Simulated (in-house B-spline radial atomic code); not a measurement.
**B97-1 excitations of K7+**

Method: B97-1. Computed with an all-electron radial atomic-structure program (B-spline basis): linear response of the closed shell [Ne] 3s2 with the functional's adiabatic kernel; non-relativistic, point nucleus, no spin-orbit coupling, no double excitations, S, P, D and F terms only.

Command:
```bash
python run_td.py task.json out
```
Settings (radii: box in bohr, nucleus in fm):
```
Z                        19
electrons                12
configuration            [Ne] 3s2
hamiltonian              nr
method                   b97_1
box_radius               12.81
intervals                50
```

Run time, properties included: 0.5 s on 1 thread of Intel(R) Xeon(R) Platinum 8375C CPU @ 2.90GHz (Ice Lake), on a shared host.

The lowest states, in the order of their Tamm-Dancoff energies; the method's threshold (minus the highest occupied level) is 146.91 eV. Labels give the largest channel, * marks a mixed state, and oscillator strengths are full-response dipole values. Semilocal kernels can invert the small singlet-triplet splittings of Rydberg terms. Energies in eV:

| state | full response | Tamm-Dancoff | oscillator strength |
| --- | --- | --- | --- |
| 3s → 3p 3P | 14.799 | 15.243 | - |
| 3s → 3p 1P | ? | ? | ? |
| 3s → 3d 3D | 42.80 | 42.93 | - |
| 3s → 3d 1D | 46.08 | 46.10 | - |
| 3s → 4s 3S | 77.39 | 77.41 | - |
| 3s → 4s 1S | 78.97 | 79.00 | - |
| 3s → 4p 3P | 84.16 | 84.18 | - |
| 3s → 4p 1P | 84.78 | 84.80 | 0.243 |
| 3s → 4d 3D | 93.55 | 93.57 | - |
| 3s → 4d 1D | 93.93 | 93.93 | - |
| 3s → 4f 3F | 97.09 | 97.12 | - |
| 3s → 4f 1F | 97.32 | 97.33 | - |
| 3s → 5s 3S | 107.25 | 107.26 | - |
| 3s → 5s 1S | 107.77 | 107.78 | - |
| 3s → 5p 3P | ? | ? | - |
| 3s → 5p 1P | 110.53 | 110.54 | 0.0821 |
| 3s → 5d 1D | 114.69 | 114.69 | - |
| 3s → 5d 3D | 114.70 | 114.70 | - |
| 3s → 5f 3F | 116.26 | 116.27 | - |

Question: Where does 3s → 5p 3P lie?

Answer: At 110.39 eV in full response, 110.40 eV in Tamm-Dancoff.

Question: Where does 3s → 3p 1P lie?

Answer: At 23.208 eV in full response, 23.939 eV in Tamm-Dancoff, oscillator strength 1.08.

Question: How large is the singlet-triplet splitting of 3s → 3p (P terms) in Tamm-Dancoff?

Answer: 8.7 eV, from the unrounded values.

Question: What polarisabilities and dispersion coefficient does the method give?

Answer: Dipole 1.55 bohr³, quadrupole 1.061 bohr⁵, C6 1.656 hartree·bohr⁶ for two such species.
